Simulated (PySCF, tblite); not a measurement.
Compound: C2H10O2SSi2.
Geometry (GFN2-xTB, Å), atoms numbered from 1 in this order:
```xyz
17
C2H10O2SSi2 angstrom
C     -0.0003    2.3724    0.3923
O      0.0112    1.3353   -0.5503
Si    -0.3888   -0.2143   -0.3845
O     -1.9030   -0.3313    0.1560
C     -2.5887   -1.4728    0.5936
S      0.8705   -1.2570    1.0182
Si     2.8237   -0.6739    0.3663
H     -1.0256    2.6223    0.6687
H      0.5506    2.0881    1.2923
H      0.4761    3.2389   -0.0670
H     -0.1650   -0.6915   -1.7329
H     -1.9643   -2.0613    1.2679
H     -2.8712   -2.0914   -0.2606
H     -3.4853   -1.1407    1.1167
H      2.9642    0.7728    0.4782
H      3.6841   -1.3816    1.2990
H      3.0046   -1.1019   -1.0143
```

Method: CAM-B3LYP/def2-SVPD in PySCF (dipole) on a GFN2-xTB geometry, gas phase.

Masses are those of the commonest isotopes; rigid-rotor values at the optimised geometry. The values belong to one conformer with, in the numbering `[CH3:1][O:2][SiH:3]([O:4][CH3:5])[S:6][SiH3:7]`, C1–O2–Si3–O4 57°, O2–Si3–O4–C5 -171°, O2–Si3–S6–Si7 -48°.

Give the principal moments of inertia and the rotational constants in cm⁻¹.

Ia = 264.87, Ib = 481.70, Ic = 667.56 u·Å²; 505379 MHz·u·Å²/I gives 1908, 1049 and 757.1 MHz, that is A = 0.06364, B = 0.03500, C = 0.02525 cm⁻¹.

Classify the top.

An asymmetric top. Ray's parameter κ = (2B − A − C)/(A − C) = -0.492; −1 is the prolate and +1 the oblate limit.

Is it planar, by Δ = Ic − Ia − Ib?

Not planar: Δ = Ic − Ia − Ib = -79.01 u·Å². For a rigid frame Δ = −2 Σ m c², so Σ m c² = 39.50 u·Å² lies off the ab plane: 12.89 from hydrogen and 26.62 from heavier atoms. The atom farthest from that plane is 2.02 Å away.

Give the other two planar moments, Paa and Pbb, and the rms extents of the mass along the axes.

Paa = Σ m a² = (Ib + Ic − Ia)/2 = 442.19 and Pbb = Σ m b² = (Ia + Ic − Ib)/2 = 225.37 u·Å². With the mass M = 153.99 u, the rms extents √(P/M) along a, b and c are 1.69, 1.21, 0.51 Å.

Which types of transition are allowed, and where do some lines up to J = 2 fall?

The dipole components are |μa| = 0.13 D, |μb| = 0.03 D, |μc| = 0.46 D. Intensities carry the squares of the components, which stand as 0.08 : 0.01 : 1.00 (a : b : c). Some lines, for components of 0.1 D or more:

```json
{"type": "c", "branch": "Q", "J(Ka,Kc)": "2(1,2) ← 2(0,2)", "MHz": "629", "lower level (cm⁻¹)": "0.179"}
{"type": "c", "branch": "Q", "J(Ka,Kc)": "1(1,1) ← 1(0,1)", "MHz": "859", "lower level (cm⁻¹)": "0.060"}
{"type": "a", "branch": "Q", "J(Ka,Kc)": "2(1,1) ← 2(1,2)", "MHz": "876", "lower level (cm⁻¹)": "0.200"}
{"type": "a", "branch": "R", "J(Ka,Kc)": "1(0,1) ← 0(0,0)", "MHz": "1806", "lower level (cm⁻¹)": "0.000"}
{"type": "c", "branch": "Q", "J(Ka,Kc)": "2(2,1) ← 2(1,1)", "MHz": "2577", "lower level (cm⁻¹)": "0.229"}
{"type": "c", "branch": "R", "J(Ka,Kc)": "1(1,0) ← 0(0,0)", "MHz": "2957", "lower level (cm⁻¹)": "0.000"}
{"type": "a", "branch": "R", "J(Ka,Kc)": "2(1,2) ← 1(1,1)", "MHz": "3320", "lower level (cm⁻¹)": "0.089"}
{"type": "a", "branch": "R", "J(Ka,Kc)": "2(0,2) ← 1(0,1)", "MHz": "3550", "lower level (cm⁻¹)": "0.060"}
{"type": "a", "branch": "R", "J(Ka,Kc)": "2(1,1) ← 1(1,0)", "MHz": "3905", "lower level (cm⁻¹)": "0.099"}
{"type": "c", "branch": "R", "J(Ka,Kc)": "2(1,1) ← 1(0,1)", "MHz": "5055", "lower level (cm⁻¹)": "0.060"}
{"type": "c", "branch": "R", "J(Ka,Kc)": "2(2,0) ← 1(1,0)", "MHz": "6544", "lower level (cm⁻¹)": "0.099"}
{"type": "c", "branch": "R", "J(Ka,Kc)": "2(2,1) ← 1(1,1)", "MHz": "6773", "lower level (cm⁻¹)": "0.089"}
```

Estimate the classical rotational partition function at 10 K, 200 K and 298.15 K.

Point group C1, symmetry number σ = 1; q = (√π/σ)·√((kT/h)³/(ABC)), k/h = 20836.6 MHz/K: 4330 at 10 K, 387000 at 200 K, 705000 at 298.15 K.

Its GFN2-xTB frequencies are all real (lowest 32 cm⁻¹). Zero-point vibration and centrifugal distortion are left out. A rigid rotor knows nothing of internal rotation, which can split or shift real lines.
